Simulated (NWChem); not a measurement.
Molecule: 1,3,5-triazine (C3H3N3); SMILES c1ncncn1

```xyz
9

C     -0.3827    -1.2366     0.0000
N     -1.3416    -0.3049     0.0000
C     -0.8796     0.9498     0.0000
N      0.4068     1.3143     0.0000
C      1.2623     0.2869     0.0000
N      0.9349    -1.0095     0.0000
H     -0.7045    -2.2767     0.0000
H     -1.6194     1.7484     0.0000
H      2.3239     0.5283     0.0000
```
Atoms are numbered in this order, from 1.

Level: B3LYP/6-31G* (spherical d) (NWChem), optimised geometry, unscaled harmonic frequencies. 

**Question.** List the harmonic frequencies with IR intensities, and the thermochemistry.

**Answer.** 
```
frequency (cm⁻¹)  IR intensity (km/mol)
----------------  ---------------------
353                                 0.0
353                                 0.0
693                                17.3
693                                17.3
759                                29.6
944                                 0.5
1016                                0.0
1038                                0.0
1038                                0.0
1158                                0.0
1200                                0.0
1206                                0.3
1206                                0.3
1416                                0.0
1454                               72.1
1454                               72.1
1614                              127.3
1614                              127.3
3194                               31.9
3194                               31.9
3200                                0.0
```

| Property | Value |
|---|---|
| zero-point energy | 41.2 kcal/mol |
| thermal correction to the enthalpy at 298.15 K (with zero-point energy) | 44.3 kcal/mol |
| heat capacity Cv | 14.2 cal/(mol K) |
| entropy at 298.15 K and 1 atm (symmetry number 6) | 64.6 cal/(mol K) |
| dipole moment | 0.00 D |

Rigid rotor and harmonic oscillator.
